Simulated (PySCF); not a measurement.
Radial density of Ge⁻ (germanium, charge -1)

UHF, [Ar] 3d10 4s2 4p3, high-spin 4S determinant. Computed with PySCF 2.14 in aug-cc-pVQZ-PP with one added diffuse shell each of s, p, d, f, g type with ECP10MDF (8s7p6d4f3g, 114 functions), with scalar relativity through the core potential. This is the valence pseudo-density: the core potential removes the inner electrons and smooths the orbitals near the nucleus.

```tsv
r (bohr)	4πr²ρ (e/bohr)	4πr²(ρα − ρβ)
0.00101	1.220e-05	0.0000
0.00170	3.412e-05	0.0000
0.00286	9.363e-05	0.0000
0.00480	0.0002460	0.0000
0.00808	0.0006029	0.0000
0.0136	0.001378	0.0000
0.0229	0.002883	0.0000
0.0385	0.007341	0.0000
0.0647	0.04546	-0.0001
0.109	0.4339	-0.0013
0.183	3.081	-0.0060
0.308	14.17	0.0154
0.518	28.82	0.0539
0.871	14.08	-0.0106
1.46	3.134	0.4791
2.46	1.788	0.9804
4.14	0.6056	0.5002
6.97	0.07770	0.0755
11.7	0.002749	0.0027
```

Energies and moments cover only the electrons outside the core potential.

Task: Where is the radial spin density 4πr²(ρα − ρβ) most negative, and why is it negative at all?

Result: Around r = 0.871 bohr, down to -0.0106 e/bohr: exchange with the open shell polarises the paired shells in an unrestricted calculation.
